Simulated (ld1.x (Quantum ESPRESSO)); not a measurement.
**Before and after: TM potential for arsenic**

```json
{
  "Element": "As",
  "Generator": "ld1.x (Quantum ESPRESSO) 7.5",
  "Type": "norm-conserving Troullier–Martins (Kleinman–Bylander form)",
  "Functional": "LDA (PZ)",
  "Relativity": "scalar-relativistic",
  "Frozen core": "[Ar] 3d10",
  "Valence charge": "5",
  "Reference configuration": "4s2 4p3",
  "Partial waves": "4s (bound): rc 1.15 bohr; 4p (bound): rc 1.70 bohr; 4d channel at 0.05 Ry: rc 1.70 bohr",
  "Local potential": "all-electron potential smoothed inside 1.70 bohr (lloc = -1)",
  "Core correction": "Bessel-smoothed model core inside 1.20 bohr"
}
```

All-electron outer shells of the reference configuration (LDA (PZ), scalar-relativistic, ld1.x):

| shell | level (eV) | outermost node (bohr) | outermost maximum (bohr) |
| --- | --- | --- | --- |
| 3p | -133.41 | 0.22 | 0.52 |
| 3d | -40.89 | – | 0.47 |
| 4s | -14.70 | 0.73 | 1.61 |
| 4p | -5.35 | 0.78 | 1.97 |

Change: all radii but the core radius scaled by about 1.18 (s 1.36, p 2.00, d 2.00 bohr); local potential all-electron potential smoothed inside 2.00 bohr (lloc = -1).

Cutoffs: the cutoffs (Ry, on a coarse ladder) from which the occupation-weighted sum of valence levels, in a spherical-Bessel basis at the reference potential, stays within 10 and 1 mRy of its value at 400 Ry; they do not see the model core or the augmentation charge, which bear on the density cutoff. Errors are all-electron minus pseudo energies relative to the spin-unpolarised reference configuration.

Problem. What does the change do?

Solution. The potential gets softer (70 Ry and 260 Ry → 40 Ry and 90 Ry); the bound ghost in d disappears; of the 9 tests that both files solve, the error grows in 4 and shrinks in 3 by more than 15 % and 0.3 meV (median size 2.1 → 4.0 meV). A larger radius leaves more room for a smooth pseudo-wave, so fewer plane waves are needed.

```tsv
quantity	base	changed
cutoff, loose	70 Ry	40 Ry
cutoff, tight	260 Ry	90 Ry
loose cutoff by channel (10 mRy a level)	s 60 Ry, p 6 Ry	s 35 Ry, p 6 Ry
bound ghosts	d	none
error for 4s2 4p2, meV [ΔE 9.33 eV]	-1.6	-2.6
error for 4s2 4p1, meV [ΔE 27.49 eV]	-12	-19
error for 4s2 4p0, meV [ΔE 55.53 eV]	-55	-84
error for 4s2 4p2.5, meV [ΔE 3.64 eV]	-0.5	-0.7
error for 4s1 4p4, meV [ΔE 9.48 eV]	-14	-7.4
error for 4s2 4p3.3, meV [ΔE -1.28 eV]	+0.2	+0.2
error for 4s0 4p5, meV [ΔE 19.21 eV]	-65	-28
error for 4s2 4p3 (spin-polarised), meV [ΔE -1.32 eV]	+2.1	-0.4
error for 4s2 4p2 (spin-polarised), meV [ΔE 8.60 eV]	-1.3	-4.0
```

 A true bound ghost makes a file unfit for plane-wave use even where its test errors are small: the radial tests pick states by their node count and pass the ghost by.
